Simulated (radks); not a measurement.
The neodymium ion Nd2+ inside a hard spherical wall (all orbitals vanish at R), configuration held at [Xe] 4f4 and not refilled when levels cross. Calculated with a radial shooting solver on a logarithmic mesh with Libxc functionals: scalar-relativistic Kohn-Sham, LDA (Slater exchange, Perdew-Wang correlation), spin-polarised, spherical densities, finite nucleus; open shells are filled with parallel spins first (spin-orbit coupling, left out, can overturn this in heavy ions); Fermi nuclear charge, rms radius 4.9123 fm. Eigenvalues in eV for spin up, with the zero of energy where the potential of the charges vanishes at infinity; a dash marks a level that is unbound or too diffuse for the functional's potential to be trusted. A positive occupied level is held by the wall or, in an anion where self-interaction has pushed it up, behind a barrier. The pressure on the wall is -dE/dV.

R (bohr)	E (hartree)	kinetic (hartree)	e(4d)	e(5s)	e(5p)	e(4f)	e(5d, empty)	e(6s, empty)	pressure (GPa)
free	-9616.0426	10230.880	-130.44	-54.311	-35.678	-15.719	-13.957	-13.517	0
20	-9616.0426	10230.880	-130.44	-54.311	-35.678	-15.719	-13.957	-13.517	< 0.0001
15	-9616.0426	10230.880	-130.44	-54.311	-35.678	-15.719	-13.957	-13.517	< 0.0001
12	-9616.0426	10230.880	-130.44	-54.311	-35.678	-15.719	-13.957	-13.516	< 0.0001
8	-9616.0426	10230.881	-130.44	-54.310	-35.677	-15.717	-13.948	-13.459	0.000988
6	-9616.0418	10230.889	-130.38	-54.274	-35.644	-15.668	-13.782	-12.690	0.105
2	-9605.5278	10277.366	-86.474	-6.504	21.635	28.954	67.900	186.37	16500
